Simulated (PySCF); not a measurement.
# Dipole response of B (boron, neutral)

[He] 2s2 2p1, 2P determinant. All numbers are calculated (PySCF 2.14, the spin-free X2C one-electron Hamiltonian (Gaussian nucleus), in aug-cc-pCVQZ-DK). Coupled (time-dependent) response in atomic units; α is the mean over directions.

| method | mean α (bohr³) | α xx, yy, zz | C₆ (like pair) | S(−4) |
| --- | --- | --- | --- | --- |
| UHF | 22.19 | 20.48, 25.62, 20.48 | 106.1 | 426.3 |
| PBE | 23.78 | 20.82, 29.70, 20.82 | 116.6 | 408.5 |
| PBE0 | 22.61 | 20.18, 27.47, 20.18 | 110.0 | 345.4 |
| wB97X-V | 22.00 | 20.01, 25.98, 20.01 | 107.0 | 307.2 |

S(−4) is the Cauchy moment in α(ω) = α(0) + S(−4) ω² + …

Reference α: 20.5 ± 0.1 bohr³ (recommended; Schwerdtfeger and Nagle, table of static dipole polarizabilities (2023 update)). Published C₆: 99.50 (Chu and Dalgarno (2004); Tang, Norbeck and Certain (1976)).

α(iu) at PBE0:

```json
{"u (hartree)": "0", "α(iu) (bohr³)": "22.61"}
{"u (hartree)": "0.0500", "α(iu) (bohr³)": "21.79"}
{"u (hartree)": "0.100", "α(iu) (bohr³)": "19.76"}
{"u (hartree)": "0.200", "α(iu) (bohr³)": "14.80"}
{"u (hartree)": "0.300", "α(iu) (bohr³)": "10.74"}
{"u (hartree)": "0.500", "α(iu) (bohr³)": "6.001"}
{"u (hartree)": "0.750", "α(iu) (bohr³)": "3.362"}
{"u (hartree)": "1.00", "α(iu) (bohr³)": "2.132"}
{"u (hartree)": "1.50", "α(iu) (bohr³)": "1.077"}
{"u (hartree)": "2.00", "α(iu) (bohr³)": "0.6512"}
{"u (hartree)": "3.00", "α(iu) (bohr³)": "0.3170"}
{"u (hartree)": "5.00", "α(iu) (bohr³)": "0.1283"}
```

A single London oscillator, α(iu) = α/(1 + u²/ω²), gives C₆ = (3/4) ω α². Matching the computed C₆ needs ω = 4 × 110.0 / (3 × 22.61²) = 0.287 hartree.

The components differ because the open shell of this determinant is not spherical; for a pure term their mean is the scalar polarisability.
